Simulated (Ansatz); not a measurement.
`C[O][Zr]1234([F])([N](C)C)[C@H]5[C@@H]1[C@@H]2[C@@H]3[C@H]54` + `C=C[Si](N)(Cl)O[SiH3]` → `C[O][Zr]1234([Cl])([N](C)C)[C@H]5[C@@H]1[C@@H]2[C@@H]3[C@H]54` + `C=C[Si](N)(F)O[SiH3]`  (redistribution)

Gas-phase electronic energies from Ansatz, PBE0-D4/def2-TZVP geometries. CCSD(T)/CBS adds triple-zeta CCSD(T) − MP2 to the extrapolated MP2 energy (def2 sets, frozen cores). Functionals use def2-TZVPP. B3LYP here is the variant with VWN-RPA as its local correlation; programs differ in this. def2 core potentials past Kr. For Zr outer-core shells are correlated without core-valence functions, which leaves a few kJ/mol of doubt a bond. Each species was taken in one conformer, which may not be the lowest.

Question: Is it downhill or uphill in electronic energy at CCSD(T)/CBS, and by how much? (Best estimate.)

Answer: Ansatz gave: Downhill: ΔE = -0.55 eV.

Question: What do these levels give: PBE-D4, ωB97M-V, B3LYP, SCS-MP2/def2-TZVPP, CCSD/def2-TZVPP, SCS-MP2/def2-QZVPP? (An estimate is asked.)

Answer: Computed: PBE-D4 -0.36, ωB97M-V -0.46, B3LYP -0.46, SCS-MP2/def2-TZVPP -0.58, CCSD/def2-TZVPP -0.57, SCS-MP2/def2-QZVPP -0.58 eV.

Largest T1 diagnostic among the species: 0.015.

In def2-TZVPP, CCSD(T) changes the Hartree–Fock value by +0.07 eV (the triples alone add +0.00 eV) and MP2 by +0.04 eV. From PBE to PBE0 (25 % exact exchange), in def2-TZVPP and without D4, ΔE moves by −0.09 eV.
